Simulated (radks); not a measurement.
Results of a calculation; reference values are marked as such.
Question: Species: Os. Configuration: [Xe] 4f14 5d6 6s1 7f1 (not the ground configuration). Code: a radial shooting solver on a logarithmic mesh with Libxc functionals. Model: Dirac Kohn-Sham, PBE, spin-unpolarised, spherical densities, finite nucleus; open shells are shared between the two j in proportion to 2j + 1; Fermi nuclear charge, rms radius 5.4126 fm. Some entries of the table are withheld. Estimate them.

orbital,occ.,eigenvalue (hartree),<r^2> (bohr^2),<r> (bohr)
1s1/2,2,-2709.991,0.0004336,0.01774
2s1/2,2,-471.8711,0.006586,0.07427
2p1/2,2,-451.8914,0.004685,0.06130
2p3/2,4,-395.6229,0.005880,0.06950
3s1/2,2,-110.0055,0.04290,0.1934
3p1/2,2,-101.0441,0.03926,0.1835
3p3/2,4,-88.77364,0.04577,0.1986
3d3/2,4,-73.72596,(1),0.1734
3d5/2,6,-71.06790,(2),0.1781
4s1/2,2,-23.42086,0.2106,0.4318
4p1/2,2,-19.65574,0.2163,(3)
4p3/2,4,-16.77378,0.2505,(4)
4d3/2,4,-10.58757,0.2697,0.4825
4d5/2,6,-10.05371,0.2823,0.4938
5s1/2,2,-3.61882,1.140,1.007
5p1/2,2,-2.45861,1.370,1.100
4f5/2,6,-2.22619,0.3766,0.5525
4f7/2,8,-2.12310,0.3882,0.5607
5p3/2,4,-2.00969,1.634,1.201
5d3/2,2.4,(5),3.499,1.717
5d5/2,3.6,(6),3.786,1.784
6s1/2,1,-0.45154,8.771,2.785
7f5/2,0.428571,-0.01056,2147,43.55
7f7/2,0.571429,-0.01056,2146,43.54

Answer: 
(1) 3d3/2 <r^2> (bohr^2): 0.03533
(2) 3d5/2 <r^2> (bohr^2): 0.03711
(3) 4p1/2 <r> (bohr): 0.4357
(4) 4p3/2 <r> (bohr): 0.4693
(5) 5d3/2 eigenvalue (hartree): -0.51265
(6) 5d5/2 eigenvalue (hartree): -0.47255
